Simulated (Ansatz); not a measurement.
Calculated with Ansatz (gas phase, PBE0-D4/def2-TZVP geometries, no zero-point term in ΔE). CBS: MP2 limit from def2 TZ/QZ plus the TZ coupled-cluster correction, frozen cores. Functionals use def2-TZVPP. def2 core potentials past Kr. For Ge, Zr outer-core shells are correlated without core-valence functions, which leaves a few kJ/mol of doubt a bond. Scalar relativity is left out up to krypton. One conformer a species, not always the lowest.

`[OH][Zr]([F])([F])[F]` + `C[SiH](Cl)[GeH3]` → `[CH3][Zr]([F])([F])[F]` + `O[SiH](Cl)[GeH3]`  (redistribution)

```json
{"level": "r2SCAN-D4", "ΔE (kJ/mol)": "83.1"}
{"level": "CCSD/def2-TZVPP", "ΔE (kJ/mol)": "84.4"}
```

Q: What does CCSD(T)/CBS give? (An estimate is asked.)

A: Computed: +83.5 kJ/mol. The listed levels differ from it by -0.4, 0.9 kJ/mol.

Largest T1 diagnostic among the species: 0.017.
